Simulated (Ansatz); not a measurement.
Z-matrix (Å, degrees):
```
C
C 1 1.498
Si 1 1.883 2 64.2
H 1 1.089 2 116.6 3 -110.1
H 1 1.088 2 117.4 3 111.6
C 2 1.320 1 137.5 3 -178.6
Si 3 2.321 1 118.3 2 103.8
H 3 1.484 1 117.0 2 -104.4
H 6 1.085 2 121.5 1 179.5
H 6 1.088 2 121.6 1 -0.7
H 7 1.487 3 107.7 1 -24.3
H 7 1.488 3 111.2 1 95.3
H 7 1.487 3 111.1 1 -143.9
```

The species carries charge 0 and has multiplicity 1.

(1) List the ωB97M-V/def2-TZVPP orbital energies in eV (Ansatz 0.2.0). (Estimate.)

## Answers

(1) Ansatz gave: Occupied: -1806.97, -1806.80, -281.56, -281.46, -281.34, -148.09, -147.92, -102.20, -102.19, -102.19, -102.04, -102.02, -102.02, -25.00, -22.22, -18.42, -17.63, -16.11, -14.82, -14.70, -14.17, -12.30, -12.28, -11.12, -10.10, -9.71, -9.35. Lowest empty: 1.32, 1.44, 1.92, 2.25, 2.88, 3.10, 3.59, 3.86.
